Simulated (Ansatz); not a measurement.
Reaction: C2H6Si (SMILES C=C[SiH3]) → C2H5Si (SMILES C=[C][SiH3], doublet) + H (doublet) (the C-H bond breaks)
Each species at its own B3LYP-D3(BJ)/def2-TZVP minimum (Ansatz, a first-principles code).

Property: bond dissociation energy (electronic), in kJ/mol. Open shells are spin-unrestricted; no spin-orbit coupling. CBS(X,Y): correlation extrapolated as X^-3, Hartree-Fock from the larger set. A bracket is a step between two methods taken in the basis named. The functionals are non-relativistic, so their misses hold any scalar relativity. Double hybrids freeze cores in their MP2 part. 'core' is core correlation in cc-pwCVTZ (1s frozen past Ne), 'X2C' scalar relativity in cc-pVTZ-DK, both at CCSD(T). For partners of very few electrons the exact lower level stands in for a higher one. The UHF reference of C2H5Si (C=[C][SiH3], doublet) is spin-contaminated (<S^2> up to 0.19 over the pure value in the sets run).

CCSD(T)/CBS(cc-pV(T+d)Z,cc-pV(Q+d)Z) + [CCSDT(Q) - CCSD(T)]/cc-pV(D+d)Z + core + X2C (Ansatz) gives 459.6 kJ/mol.

**Question.** How far off this value is PBE/def2-TZVPD (Ansatz), in which direction, and how far these levels: r2SCAN/def2-TZVPD, B3LYP/def2-TZVPD, B2PLYP/def2-TZVPD, CCSD(T)/CBS(cc-pV(T+d)Z,cc-pV(Q+d)Z) + core + X2C?

**Answer.** PBE gives 435.0 kJ/mol, 24.6 kJ/mol below it. Differences of the others: r2SCAN/def2-TZVPD (Ansatz) -28.5; B3LYP/def2-TZVPD (Ansatz) -16.7; B2PLYP/def2-TZVPD (Ansatz) -13.1; CCSD(T)/CBS(cc-pV(T+d)Z,cc-pV(Q+d)Z) + core + X2C (Ansatz) 1.7 kJ/mol.
